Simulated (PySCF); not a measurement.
One of the candidates below gave these computed data.

All candidates are C7H16OSi.

- NMR, other nuclei: isotropic shieldings of nuclei other than C and H, by class: 327 (1 O), 348 (1 Si) ppm [GIAO PBE0/pcSseg-1]
- Rotational structure: rotational constants A, B, C: 2.135, 0.926, 0.825 GHz [GFN2-xTB]
- Dipole: 1.76 D [PBE0/pcSseg-1]
- 13C NMR: chemical shifts (computed TMS as zero) by class: 27.6 (3 C), 23.5 (1 C), 2.1 (1 C), 1.1 (1 C), -4.9 (1 C) ppm [GIAO PBE0/pcSseg-1]
- 1H NMR: chemical shifts (computed TMS as zero) by class: 4.68 (1 H), 0.98 (9 H), 0.68 (1 H), 0.62 (1 H), 0.56 (1 H), 0.39 (1 H), -0.01 (1 H), -0.38 (1 H) ppm [GIAO PBE0/pcSseg-1]

Gas-phase values; electronic properties from PySCF, density fitting. Levels stand in brackets. One conformer (not necessarily the lowest) at the GFN2-xTB geometry, without solvent, vibrations or thermal averaging. Each NMR value is the plain mean over a class of atoms that symmetry, rotation or inversion makes alike.

Question: Which candidate is it?
A. `CC[C@@](C)(C=O)CC[SiH3]`
B. `C/C=C(\CO)C(C)(C)[SiH3]`
C. `CCC[C@@H]1[C@H]([SiH3])[C@@H]1OC`
D. `CC(C)(C)[Si@@H](O)C1CC1`
E. `CCC[C@@H]1CO[C@H]([SiH3])C1`

Answer: D. It is `CC(C)(C)[Si@@H](O)C1CC1`. Numbering: `[CH3:1][C:2]([CH3:3])([CH3:4])[Si@@H:5]([OH:6])[CH:7]1[CH2:8][CH2:9]1`. Its formula, C7H16OSi, gives 1 degree of unsaturation: 1 ring and 0 π bonds in the structure found. 7 carbons fall into 5 classes; from least to most shielded: methyl carbon [C1/C3/C4] (27.6 ppm, 3 C, up to 2.0 ppm apart in this geometry), chain sp3 carbon bound to silicon [C2] (23.5 ppm), three-membered-ring carbon [C9] (2.1 ppm), three-membered-ring carbon [C8] (1.1 ppm), ring sp3 carbon bound to silicon [C7] (-4.9 ppm). Hydrogen classes from least to most shielded: 1 H on an oxygen-bound silicon, Si5 (4.68 ppm), 9 H on 3 methyl carbons, C1/C3/C4 (0.98 ppm, a mean of values up to 0.7 ppm apart in this geometry), 1 H on a silanol oxygen, O6 (0.68 ppm), 1 H on a three-membered-ring carbon, C9 (0.62 ppm), 1 H on a three-membered-ring carbon, C8 (0.56 ppm), 1 H on a three-membered-ring carbon, C8 (0.39 ppm), 1 H on a three-membered-ring carbon, C9 (-0.01 ppm), 1 H on an sp3 carbon bound to silicon, C7 (-0.38 ppm). The other shieldings belong to: 327 ppm, silanol oxygen [O6]; 348 ppm, oxygen-bound silicon [Si5]. The optimised geometry has point group C1 and is an asymmetric top.

The others, at the same levels:
- `CCC[C@@H]1CO[C@H]([SiH3])C1` fails: it has 7 carbon classes against 5; its computed 13C shifts are 78.7 (1 C), 73.2 (1 C), 46.8 (1 C), 41.2 (1 C), 39.1 (1 C), 27.7 (1 C), 17.3 (1 C) ppm, 1H shifts are 4.31 (1 H), 3.99 (1 H), 3.83 (3 H), 3.55 (1 H), 2.10 (1 H), 2.10 (1 H), 1.47 (1 H), 1.46 (1 H), 1.26 (1 H), 1.18 (1 H), 1.06 (3 H), 0.85 (1 H) ppm and rotational constant A is 3.137 GHz (against 2.135 GHz).
- `CC[C@@](C)(C=O)CC[SiH3]` fails: it has 7 carbon classes against 5; its computed 13C shifts are 212.4 (1 C), 52.6 (1 C), 35.1 (1 C), 31.2 (1 C), 22.2 (1 C), 10.9 (1 C), 6.4 (1 C) ppm, 1H shifts are 9.70 (1 H), 3.85 (3 H), 2.22 (1 H), 1.68 (1 H), 1.30 (1 H), 1.11 (3 H), 0.80 (3 H), 0.73 (1 H), 0.58 (1 H), 0.48 (1 H) ppm and rotational constant A is 1.870 GHz (against 2.135 GHz).
- `CCC[C@@H]1[C@H]([SiH3])[C@@H]1OC` fails: it has 7 carbon classes against 5; its computed 13C shifts are 64.5 (1 C), 60.9 (1 C), 28.0 (1 C), 27.9 (1 C), 24.9 (1 C), 15.5 (1 C), 4.2 (1 C) ppm, 1H shifts are 3.89 (3 H), 3.46 (3 H), 3.22 (1 H), 2.01 (1 H), 1.67 (1 H), 1.34 (1 H), 1.23 (1 H), 1.09 (3 H), 0.81 (1 H), -0.02 (1 H) ppm and rotational constant A is 1.744 GHz (against 2.135 GHz).
- `C/C=C(\CO)C(C)(C)[SiH3]` fails: it has 6 carbon classes against 5; its computed 13C shifts are 155.4 (1 C), 125.1 (1 C), 60.7 (1 C), 28.0 (2 C), 27.0 (1 C), 16.7 (1 C) ppm, 1H shifts are 5.57 (1 H), 4.47 (2 H), 3.90 (3 H), 1.93 (3 H), 1.22 (6 H), -0.01 (1 H) ppm and rotational constant A is 1.697 GHz (against 2.135 GHz).

Each candidate is one conformer, not necessarily the lowest. The conformers computed, where there is a choice (atom-mapped SMILES and torsion angles):
- `[CH3:1][C:2]([CH3:3])([CH3:4])[Si@@H:5]([OH:6])[CH:7]1[CH2:8][CH2:9]1`: C1–C2–Si5–O6 177°, C2–Si5–C7–C8 -156°, H–O6–Si5–C2 62°
- `[CH3:1][CH2:2][C@@:3]([CH3:4])([CH:5]=[O:6])[CH2:7][CH2:8][SiH3:9]`: C1–C2–C3–C4 180°, C2–C3–C5–O6 111°, C2–C3–C7–C8 170°, C3–C7–C8–Si9 173°
- `[CH3:1][CH2:2][CH2:3][C@@H:4]1[C@H:5]([SiH3:6])[C@@H:7]1[O:8][CH3:9]`: C1–C2–C3–C4 -66°, C2–C3–C4–C5 171°, C5–C7–O8–C9 88°
- `[CH3:1]/[CH:2]=[C:3](\[CH2:4][OH:5])[C:6]([CH3:7])([CH3:8])[SiH3:9]`: C2–C3–C4–O5 107°, C2–C3–C6–C7 -11°, H–O5–C4–C3 -62°

The conformers of `CCC[C@@H]1CO[C@H]([SiH3])C1` aren't listed.
